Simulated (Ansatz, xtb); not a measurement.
Breaking the H–H spacing in H10 chain (multiplicity 1 held). Energies count from the point at 0.900 Å.
Geometry at that point (charge 0, multiplicity 1):
```xyz
10

H      0.000     0.000     0.000
H      0.000     0.000     0.900
H      0.000     0.000     1.800
H      0.000     0.000     2.700
H      0.000     0.000     3.600
H      0.000     0.000     4.500
H      0.000     0.000     5.400
H      0.000     0.000     6.300
H      0.000     0.000     7.200
H      0.000     0.000     8.100
```

```tsv
level	energy at R = 3.600 Å (kJ/mol)	cost
GFN2-xTB	2099.5	-
R-HF/cc-pVDZ	3655.9	-
U-HF/cc-pVDZ	1003.3	-
R-MP2/cc-pVDZ	2290.4	-
U-MP2/cc-pVDZ	1448.5	-
R-SCS-MP2/cc-pVDZ	1980.4	-
U-SCS-MP2/cc-pVDZ	1493.8	-
U-CCSD/cc-pVDZ	1580.1	-
U-CCSD(T)/cc-pVDZ	1595.7	-
CASSCF(10,10)/cc-pVDZ	1318.1	-
SC-NEVPT2 on CASSCF(10,10)/cc-pVDZ	1523.8	-
FIC-NEVPT4(SD) on CASSCF(10,10)/cc-pVDZ	1590.3	×1
FIC-MRCISD on CASSCF(10,10)/cc-pVDZ	1587.4	-
FIC-MRCISD+Q on CASSCF(10,10)/cc-pVDZ	1598.0	×1
```

The rows run from 1003.3 (U-HF/cc-pVDZ) to 3655.9 kJ/mol (R-HF/cc-pVDZ). In cc-pVDZ the value moves U-HF 1003.3, U-MP2 1448.5, U-CCSD 1580.1, U-CCSD(T) 1595.7, a shift of 592.5 from U-HF to U-CCSD(T).

R- and RO- levels are restricted; in cc, def2 and unpolarised 6-31G sets they are followed outwards from rest. U- levels take the lowest unrestricted solution at each point, which mixes spins at long bonds. Active spaces are followed from rest. Levels need not reach the same state.

Doubts at one or more of the structures used: a restricted determinant that unrestricted orbitals would lower (R-HF/cc-pVDZ, R-MP2/cc-pVDZ, R-SCS-MP2/cc-pVDZ); a spin-contaminated determinant (U-HF/cc-pVDZ, U-MP2/cc-pVDZ, U-SCS-MP2/cc-pVDZ, U-CCSD/cc-pVDZ, U-CCSD(T)/cc-pVDZ); T1 above 0.05 (U-CCSD/cc-pVDZ, U-CCSD(T)/cc-pVDZ); the program's own flag: other amplitudes (U-CCSD/cc-pVDZ, U-CCSD(T)/cc-pVDZ).

Codes used: Ansatz (a program for electronic structure) with Gaussian orbitals; xtb for the GFN methods. Each number belongs to the level named beside it. The GFN methods have no spin term and hold the electronic entropy of 300 K.

Costs are rough ratios of core time to FIC-MRCISD+Q on CASSCF(10,10)/cc-pVDZ (about 40 s over the structures, on one shared machine); a dash marks a level with no comparable run of its own.
